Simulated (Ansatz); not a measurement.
prop-2-enylboronamidic acid (C₃H₈BNO), SMILES C=CCB(N)O.

Geometry optimised at PBE-D3(BJ)/def2-SVP. Other conformers were not sampled.

Two levels are set side by side: PBE/def2-SVPD (Ansatz, an electronic-structure program) and CAM-B3LYP/def2-SVPD (Ansatz). Energy differences of separate SCF runs at the same geometry; the states with an electron removed or added have multiplicity 2 and 2. Differences are taken from unrounded values.

```csv
quantity,CAM-B3LYP,PBE,PBE minus CAM-B3LYP
vertical ionisation energy (eV),9.29,8.89,-0.40
vertical singlet–triplet gap (eV),4.22,4.27,0.06
```
